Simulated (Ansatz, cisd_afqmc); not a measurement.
Species: Si2H3, charge 1, singlet. A triplet may lie lower; no result for it is given here. Si2H3+ (parent SMILES [SiH3][Si], singlet).
B3LYP-D3(BJ)/def2-TZVP minimum from Ansatz (a first-principles code):
```xyz
5

Si     1.3569    -0.0015    -0.0415
Si    -1.0518     0.0011     0.0322
H     -1.4316     1.4029    -0.2563
H     -1.3828    -0.4394     1.4065
H     -1.4576    -0.9589    -1.0196
```
Charge +1, spin multiplicity 1.

Total energies in cc-pV(D+d)Z, 10 correlated electrons, 10 frozen orbitals. UHF or UKS for unpaired electrons; spin-orbit terms are left out. Correlated methods leave the cores frozen. No relativity. AFQMC is phaseless with a CISD trial state; ± is one standard error, without the phaseless bias. Outlying blocks are dropped, and bars are widened where a walk drifts. Over all cases where full CI ran beside it in this data, AFQMC minus full CI had a median of +0.1 mEh and passed +0.4 mEh in a tenth of the cases. UCISD starts from a broken-symmetry determinant. The restricted determinant of H3Si2+ (parent SMILES [Si][SiH3], singlet) is unstable towards broken spin symmetry in at least one set run. The spin of H3Si2+ (parent SMILES [Si][SiH3], singlet) was assumed, and the state is the lowest solution found for it.

```tsv
method	program	energy (Eh)	minus CCSDTQ (mEh)
HF	Ansatz	-579.26856	207.72
MP2	Ansatz	-579.42323	53.05
CCSD	Ansatz	-579.46961	6.67
CCSD(T)	Ansatz	-579.47473	1.55
UCCSD(T)	Ansatz	-579.47463	1.65
CCSDT(Q)	Ansatz	-579.47625	0.03
CCSDTQ	Ansatz	-579.47628	0.00
AFQMC/CISD	cisd_afqmc	-579.4758 ± 0.0005	0.4 ± 0.5
AFQMC/UCISD	cisd_afqmc	-579.4749 ± 0.0005	1.4 ± 0.5
```

Rough core times of Ansatz's runs on a shared machine: CCSD(T) under 20 s, UCCSD(T) 40 s, CCSDT(Q) 30 s, CCSDTQ 30 min.
